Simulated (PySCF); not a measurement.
C6H6N2O.
Numbering: `[H]/[N:1]=[CH:2]\[c:3]1[cH:4][cH:5][cH:6][n:7]1[CH:8]=[O:9]` (hydrogens: H10 on N1; H11 on C2; H12 on C4; H13 on C5; H14 on C6; H15 on C8)

Computed at B3LYP/pcJ-1 (PySCF, non-relativistic), with Q(14N) = 0.02044 b, Q(17O) = −0.0256 b: N1, 14N (I = 1): χzz = -4.715 MHz, η = 0.319; N7, 14N (I = 1): χzz = -2.429 MHz, η = 0.072; O9, 17O (I = 5/2): χzz = 10.79 MHz, η = 0.335.

**Question.** Find the zero-field quadrupole resonance frequencies of 14N at N1.

**Answer.** From ν± = (3/4)|χ|(1 ± η/3) and ν0 = |χ|η/2: ν+ 3.912 MHz, ν− 3.161 MHz, ν0 0.751 MHz (imine nitrogen).

**Question.** Where would the pure quadrupole (NQR) lines of 14N at N7 fall for the rigid, isolated species?

**Answer.** From ν± = (3/4)|χ|(1 ± η/3) and ν0 = |χ|η/2: ν+ 1.865 MHz, ν− 1.778 MHz, ν0 0.088 MHz (pyrrole-type nitrogen).

**Question.** Where would the pure quadrupole (NQR) lines of 17O at O9 fall for the rigid, isolated species?

**Answer.** From the eigenvalues of H = χ/[4I(2I − 1)] × [3Iz² − I(I + 1) + η(Ix² − Iy²)], steps between neighbouring levels, labelled as for η = 0: ±1/2↔±3/2 1.805 MHz, ±3/2↔±5/2 3.169 MHz (amide oxygen).

In a crystal, neighbours and librations shift these lines. Isolated species at its GFN2-xTB geometry (one conformer only). GFN2-xTB bond lengths can be off by several hundredths of an ångström, more for odd bonds, and the gradients follow them. The small basis limits the accuracy of the gradients.

These values come from a run that also computed spin–spin couplings. Time: 92 s of wall time. Hardware: an Arm Neoverse N1 with one thread (shared host).

Conformer computed: `[H]/[N:1]=[CH:2]\[c:3]1[cH:4][cH:5][cH:6][n:7]1[CH:8]=[O:9]`: N1–C2–C3–C4 0°, C6–N7–C8–O9 180°.
